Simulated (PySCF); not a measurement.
**Broadened absorption spectrum of C4H5Cl2FSi**

Compound: C4H5Cl2FSi.
Structure used (GFN2-xTB), in Å, numbered top down from 1:
```xyz
13
C4H5Cl2FSi angstrom
F     -1.970    1.250    0.925
C     -2.338    0.618   -0.233
C     -1.317   -0.395   -0.669
C     -0.240   -0.673   -0.004
C      0.866   -0.876    0.643
Si     2.444    0.110    0.332
Cl     2.269    1.108   -1.411
Cl     3.985   -1.195    0.225
H     -2.458    1.397   -0.997
H     -3.308    0.140   -0.041
H     -1.554   -0.902   -1.594
H      0.896   -1.641    1.407
H      2.719    1.060    1.400
```

Method used: PySCF 2.14.0, density-fitted response routines, TDDFT B3LYP/def2-SVPD, vertical, gas phase, core orbitals frozen in the response.

Computed states:

| state | E (eV) | f |
| --- | --- | --- |
| S1 | 5.06 | 0.0006 |
| S2 | 6.29 | 0.0033 |
| S3 | 6.49 | 0.0046 |
| S4 | 6.71 | 0.0009 |
| S5 | 6.87 | 0.387 |
| S6 | 6.99 | 0.189 |
| S7 | 7.02 | 0.070 |
| S8 | 7.20 | 0.041 |

Each state is given a Gaussian of 0.3 eV full width at half maximum, with ε(max) = 2.175×10⁸ f / Δν̃ (Δν̃ the width in cm⁻¹). The width is an assumption, not a result. The curve ends short of the highest state used, and states not computed would add to its high-energy end.

(1) What does the envelope look like, and where are its maxima?

(2) Coming from long wavelengths, where does ε first pass 100 L mol⁻¹ cm⁻¹?

(3) On this curve, what absorbance would a 10⁻⁵ mol/L sample give at 248 nm over a 1 cm path?

Results:

(1) 
λ (nm), ε (L mol⁻¹ cm⁻¹) and a bar:
```
    187.9       3865 ##############################
    190.2       1213 #########
    192.5        654 #####
    194.9        524 ####
    197.2        418 ###
    199.5        288 ##
    201.8        161 #
    204.2         68 #
    206.5         23 
    208.8          6 
    211.1          1 
    213.5          0 
    215.8          0 
    218.1          0 
    220.4          0 
    222.7          0 
    225.1          0 
    227.4          0 
    229.7          2 
    232.0          4 
    234.4         10 
    236.7         20 
    239.0         33 
    241.3         46 
    243.7         55 
    246.0         56 
    248.3         50 
    250.6         40 
    253.0         27 
    255.3         17 
    257.6          9 
    259.9          5 
    262.2          2 
    264.6          1 
    266.9          0 
    269.2          0
```

Maxima: 245 nm (5.05 eV), ε about 57, made up of S1 (100%) (ε in L mol⁻¹ cm⁻¹; maxima over ε = 5, shares over 10%). At its high-energy end, 6.60 eV, the curve is still rising (ε about 4000, from S5).

(2) At about 203 nm (6.10 eV), 1.05 eV above S1.

(3) 248 nm is 4.999 eV, where ε is about 51 L mol⁻¹ cm⁻¹, so A = ε c l ≈ 0.00051 (Beer–Lambert, with the gas-phase spectrum and the assumed width).

One conformer stands for the species.
